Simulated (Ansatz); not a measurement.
octasulfur (S8), singlet, at a GFN2-xTB geometry; CCSD/6-31G in Ansatz (a first-principles code).

Here is a job for Ansatz.
Ansatz 0.2 input:
```yaml
crystal:
  periodic: [false, false, false]
  atoms:
    - {symbol: S, position_ang: [1.75411790, -1.78962887, 0.07332880]}
    - {symbol: S, position_ang: [1.52958456, -0.06385551, 1.13564303]}
    - {symbol: S, position_ang: [1.91565693, 1.61650911, 0.04727578]}
    - {symbol: S, position_ang: [0.12771566, 2.07563782, -0.95606029]}
    - {symbol: S, position_ang: [-1.36295301, 1.78306853, 0.41879447]}
    - {symbol: S, position_ang: [-2.36887737, 0.11051203, -0.23977795]}
    - {symbol: S, position_ang: [-1.52527058, -1.63948521, 0.44497305]}
    - {symbol: S, position_ang: [-0.06997411, -2.09275791, -0.92417688]}
basis:
  gaussian:
    orbitals: 6-31G
magnetization: {spin_polarized: false}
correlation: {method: ccsd, electrons: outside_noble_gas}
```

**Question.** Predict the main parts of the log of this Ansatz run.

**Answer.** 
```
Functional definition: HF
1160 factors; integrals over basis functions are off by at most 9.4e-5 eV
mean field evaluation 1: about -86521.8216 eV, gradient 2.1e1 eV
mean field evaluation 2: about -86521.8770 eV, gradient 2.1e1 eV
mean field evaluation 4: about -86523.9679 eV, gradient 1.7e0 eV
mean field evaluation 8: about -86523.9941 eV, gradient 4.8e-2 eV
mean field evaluation 16: about -86523.9345 eV, gradient 7.0e-1 eV
mean field -86523.99415891 eV, -3179.6981372702 hartree, gradient 3.2e-6 eV, S^2 0.000000; 0 other end points of the search recorded, 0 dependent functions left out
40 core orbitals not correlated
reference -86523.99415891 eV, -3179.6981372702 hartree; 24, 24 occupied and 40, 40 virtual orbitals, 1160 factors
second order -11.61452286 eV of doubles, -0.00000000 eV of singles
cycle   1  -12.31164826 eV  change   -7.0e-1 eV  update   1.4e-1
cycle   2  -12.82404026 eV  change   -5.1e-1 eV  update   4.8e-2
cycle   3  -12.95914961 eV  change   -1.4e-1 eV  update   2.8e-2
cycle   4  -12.96443426 eV  change   -5.3e-3 eV  update   9.2e-3
cycle   5  -12.96193111 eV  change    2.5e-3 eV  update   3.1e-3
cycle   6  -12.96084550 eV  change    1.1e-3 eV  update   1.3e-3
cycle   7  -12.96064915 eV  change    2.0e-4 eV  update   4.7e-4
cycle   8  -12.96076865 eV  change   -1.2e-4 eV  update   2.0e-4
cycle   9  -12.96082060 eV  change   -5.2e-5 eV  update   7.7e-5
cycle  10  -12.96081290 eV  change    7.7e-6 eV  update   3.3e-5
Total energy: -86536.95497181 eV, -3180.1744383591 hartree
```
